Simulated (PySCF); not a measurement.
Compound: C₂H₇N₂Si (doublet state).
Structure used (GFN2-xTB), in Å, numbered top down from 1:
```xyz
12
C2H7N2Si angstrom
C      2.3342   -0.9606    0.0580
C      1.1153   -1.0084   -0.3538
Si    -0.3619   -0.0061    0.3828
N     -1.6910   -0.4206   -0.6347
N     -0.2607    1.7119    0.2524
H      2.8341   -0.4416    0.8490
H      0.8375   -1.6274   -1.1987
H     -0.4664   -0.2662    1.8227
H     -2.5369    0.1168   -0.5314
H     -1.9183   -1.3946   -0.7489
H     -0.3722    2.1193   -0.6625
H      0.4875    2.1769    0.7391
```

The hyperfine couplings belong to this conformer and change with its torsions.

Identity: `[H]/[C]=C\[SiH](N)N` [radical].

Level of theory: UKS B3LYP, pcH-1 on C H N Si, non-relativistic, mean-field spin-orbit, GIAO in PySCF. Isolated species at its GFN2-xTB geometry (one conformer only). Couplings are sensitive to structure, and on GFN2-xTB geometries they can be far from those on DFT ones. Stability of the SCF solution: not tested.

Match the computed a_iso(13C) values +314.5, -34.1 MHz with the sites C1; C2.

```json
{"site": "C1", "a_iso (MHz)": "+314.5", "ρ(0) (bohr⁻³)": "+0.2799", "position": "largest spin population", "distance from C1 (Å)": "0.00", "spin population": "+0.95", "largest |T| (MHz)": "131.4"}
{"site": "C2", "a_iso (MHz)": "-34.1", "ρ(0) (bohr⁻³)": "-0.0304", "position": "1 bond from C1", "distance from C1 (Å)": "1.29", "spin population": "-0.14", "largest |T| (MHz)": "20.6"}
```

Match the computed a_iso(1H) values +154.1, +68.7, +10.2, +1.4 MHz (means over equivalent nuclei) with the sites H6; H7; H8; H9/H10/H11/H12.

```json
{"site": "H6", "a_iso (MHz)": "+68.7", "ρ(0) (bohr⁻³)": "+0.0154", "position": "1 bond from C1", "distance from C1 (Å)": "1.07", "bound to": "C1", "spin population there": "+0.95", "largest |T| (MHz)": "36.2"}
{"site": "H7", "a_iso (MHz)": "+154.1", "ρ(0) (bohr⁻³)": "+0.0345", "position": "2 bonds from C1, on C2 of spin population -0.14", "distance from C1 (Å)": "2.06", "bound to": "C2", "spin population there": "-0.14", "largest |T| (MHz)": "12.8"}
{"site": "H8", "a_iso (MHz)": "+10.2", "ρ(0) (bohr⁻³)": "+0.0023", "position": "3 bonds from C1", "distance from C1 (Å)": "3.38", "bound to": "Si3", "spin population there": "+0.09", "largest |T| (MHz)": "3.6"}
{"site": "H9/H10/H11/H12", "a_iso (MHz)": "+1.4", "ρ(0) (bohr⁻³)": "+0.0003", "position": "4 bonds from C1", "distance from C1 (Å)": "4.31", "bound to": "N4/N5", "spin population there": "+0.01", "largest |T| (MHz)": "2.1"}
```

ρ(0) is the spin density at the nucleus and T the dipolar tensor; a_iso includes a spin–orbit part; entries for several nuclei are means. Largest spin populations (Mulliken): C1 (+0.95), C2 (-0.14), Si3 (+0.09) and H7 (+0.06). C1 is the only atom above +0.15.

Nuclei that the bonding pattern makes equivalent are averaged, as if the motion that swaps them (rotation, inversion, ring flip) were fast. The 1H value of +1.4 MHz is a mean of couplings from -0.8 to 7.1 MHz in this one geometry, not an average over conformers. The 14N value of +2.9 MHz is a mean of couplings from 0.2 to 5.6 MHz in this one geometry, not an average over conformers.
